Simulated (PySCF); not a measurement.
A structure optimised at PBE-D3(BJ)/def2-SVP, used in a PySCF frequency run:

```
C
H 1 1.1117
C 1 1.5152 2 110.48
H 3 1.1088 1 110.80 2 178.01
H 3 1.1090 4 108.08 1 122.40
H 3 1.1114 4 108.52 5 116.31
C 1 1.5457 2 111.21 3 -133.49
H 7 1.1094 1 109.62 2 154.21
H 7 1.1107 8 108.18 1 126.87
C 7 1.5403 8 110.45 9 127.97
H 10 1.1074 7 116.77 8 -23.04
H 10 1.1097 11 109.03 7 130.45
S 10 1.8558 11 114.15 12 124.70
```

Task: Write its SMILES and formula.

Result: C[C@H]1CCS1, C4H8S

Task: What are its rotational constants (standard atomic weights)?

Result: 6.1794, 3.7174, 2.5613 GHz
